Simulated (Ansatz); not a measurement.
A nudged elastic band was laid between two geometries of F3HOZr + H3P (10 atoms, charge 0, multiplicity 1).

The calculation used RKS BHLYP/def2-SVP in Ansatz 0.2.0.

```yaml
movable_images: 7
climbing_image: yes
spring: 5.0 eV/Å²
optimiser: quadratic models (default)
start_path: through a guess of the saddle point
force_threshold: 0.05 eV/Å
iteration_limit: 60
end_points: relaxed
```

Image 0:

```xyz
10
Properties=species:S:1:pos:R:3
Zr -0.225 0.182 -0.007
O -0.419 0.275 1.880
H -0.507 0.311 2.825
F 1.614 0.286 -0.500
F -1.134 1.652 -0.800
F -0.993 -1.426 -0.684
P 1.880 -3.168 1.290
H 0.754 -3.266 0.435
H 2.495 -2.135 0.539
H 1.250 -2.275 2.194
```

Image 8:

```xyz
10
Properties=species:S:1:pos:R:3
Zr 0.439 -0.392 -0.036
O -0.467 -0.548 2.114
H -1.320 -0.956 2.270
F 1.039 -0.110 -1.814
F 0.758 1.335 0.734
F -1.297 -1.153 -0.326
P 2.226 -2.133 0.799
H 1.235 -3.080 1.178
H 2.439 -2.690 -0.488
H -0.338 0.163 2.743
```

Which bonds break or form, and what moves?

Bonds broken: P7–H10. Bonds formed: Zr1–P7, O2–H10. F3HOZr + H3P becomes F3H4OPZr.

What energy profile does the band end with?

It converged. The highest image is number 3 of 0 to 8, 1.41 eV above the first end and 0.77 eV above the last; the last end lies 0.64 eV above the first. A vibrational analysis at the climbing image gives one clearly imaginary mode, 1328i cm⁻¹: a first-order saddle point. The orbitals stay closed-shell, which can raise the energy where a bond breaks towards radicals; this wasn't checked here.

| image | path coordinate (Å) | energy (eV) | P7–H10 (Å) | Zr1–P7 (Å) | O2–H10 (Å) |
| --- | --- | --- | --- | --- | --- |
| 0 | 0.00 | 0.00 | 1.42 | 4.16 | 3.06 |
| 1 | 0.95 | 0.05 | 1.42 | 4.15 | 2.38 |
| 2 | 1.91 | 0.94 | 1.43 | 3.55 | 1.71 |
| 3 | 2.86 | 1.41 | 1.71 | 2.83 | 1.21 |
| 4 | 4.00 | 0.88 | 2.43 | 2.74 | 0.97 |
| 5 | 5.14 | 0.75 | 2.67 | 2.69 | 0.96 |
| 6 | 6.29 | 0.70 | 2.80 | 2.66 | 0.96 |
| 7 | 7.43 | 0.65 | 3.32 | 2.64 | 0.96 |
| 8 | 8.57 | 0.64 | 3.95 | 2.63 | 0.96 |

What is the geometry of the highest image?


```xyz
10
Properties=species:S:1:pos:R:3
Zr -0.011 -0.193 -0.147
O 0.004 -0.333 1.972
H -0.346 0.231 2.664
F 1.478 0.457 -1.124
F -0.984 1.423 0.147
F -1.235 -1.230 -1.156
P 1.388 -2.382 0.981
H 0.976 -3.714 0.832
H 2.783 -2.484 0.885
H 0.662 -1.337 2.119
```

What are the harmonic wavenumbers there?

1328i, 48, 107, 128, 165, 177, 184, 227, 245, 374, 404, 453, 500, 623, 679, 710, 716, 800, 1096, 1123, 1603, 2557, 2577, 3968 cm⁻¹.

Run time: 5.6 min on 4 threads of Arm Neoverse V2, on a shared host, peak memory 0.35 GiB.
